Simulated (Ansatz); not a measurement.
The same path of ClGaH7NO2Si (13 atoms, charge 0, multiplicity 1) was run twice with different band settings.

Level of theory: Ansatz 0.2.0, RKS PBE/def2-SVP.

Relaxed end points:

```xyz
13
Properties=species:S:1:pos:R:3
Ga 0.139 0.135 0.144
Cl -0.857 -1.048 1.709
O 1.938 0.012 -0.076
H 2.214 -0.841 -0.452
O -0.897 0.528 -1.321
H -1.760 0.077 -1.276
N 0.188 2.078 0.875
H 1.188 2.334 0.879
Si -0.829 3.182 -0.182
H -2.250 2.733 -0.091
H -0.721 4.549 0.448
H -0.231 3.222 -1.545
H -0.123 2.074 1.858
```

```xyz
13
Properties=species:S:1:pos:R:3
Ga 0.060 0.129 0.253
Cl -0.717 -0.852 2.063
O 1.791 -0.129 -0.236
H 1.949 -1.011 -0.617
O -1.181 0.443 -1.065
H -2.051 0.067 -0.833
N 0.327 2.124 0.770
H 1.336 2.297 0.629
Si -0.735 3.195 -0.276
H -0.332 3.020 -1.699
H -2.162 2.904 0.053
H -0.426 4.608 0.152
H 0.141 2.240 1.777
```

Common settings: climbing image yes; spring 5.0 eV/Å²; optimiser quadratic models (default); start path through a guess of the saddle point; force threshold 0.03 eV/Å; iteration limit 60; end points relaxed.

| run | movable images |
| --- | --- |
| 1 | 5 |
| 2 | 1 |

Question: What does each run give, and how far can it be trusted?

Answer: Run 1: converged after 18 iterations, highest image 0.125 eV above the first end. A vibrational analysis at the climbing image gives one clearly imaginary mode, 119i cm⁻¹: a first-order saddle point.
Run 2: converged after 21 iterations, highest image 0.125 eV above the first end. Another band between the same ends (5 images) ends at a top of the same energy, where a vibrational analysis finds 1 clearly imaginary mode. So few images can step over the top or miss a turn of the path.
